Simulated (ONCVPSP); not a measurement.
**Se (Z = 34): ONCV pseudisation with PBEsol, scalar-relativistic reference atom.**

- Element: Se (Z = 34)
- Generator: ONCVPSP 4.0.1
- Type: optimised norm-conserving Vanderbilt (ONCV)
- Functional: PBEsol
- Relativity: scalar-relativistic
- Frozen core: [Ar] 3d10
- Valence charge: 6
- Reference configuration: 4s2 4p4
- Partial waves: 4s: rc 1.25 bohr, ncon 4, nbas 8, qcut 4.4 1/bohr, 1 projector; 4p: rc 1.25 bohr, ncon 4, nbas 9, qcut 6.5 1/bohr, local
- Local potential: the p channel
- Core correction: Teter function, fcfact 4, rcfact 1.2

All-electron outer shells of the reference configuration (PBEsol, scalar-relativistic, ld1.x):

```json
{"shell": "3p", "level (eV)": "-152.76", "outermost node (bohr)": "0.21", "outermost maximum (bohr)": "0.50"}
{"shell": "3d", "level (eV)": "-53.12", "outermost node (bohr)": "–", "outermost maximum (bohr)": "0.45"}
{"shell": "4s", "level (eV)": "-17.29", "outermost node (bohr)": "0.70", "outermost maximum (bohr)": "1.51"}
{"shell": "4p", "level (eV)": "-6.51", "outermost node (bohr)": "0.74", "outermost maximum (bohr)": "1.80"}
```

Results:

| Property | Result |
| --- | --- |
| Cutoffs needed | 72 Ha and 171 Ha (the cutoffs (Ha) at which the residual kinetic energy of the hardest occupied pseudo-wave falls to 1 and 0.1 mHa per electron) |
| Ghost test | ghosts flagged at negative energy: s at -6443.4 eV; no localised positive-energy state flagged; a true bound ghost makes a file unfit for plane-wave use |
| Largest excitation error | -48 meV (all-electron minus pseudo) for 4s2 4p1, out of 4 test configurations |
| rms error of d²Exc/dni dnj | 4.58 mHa without and 1.38 mHa with the model core |

Generation and tests took about 3.8 s on one core of a shared server CPU.
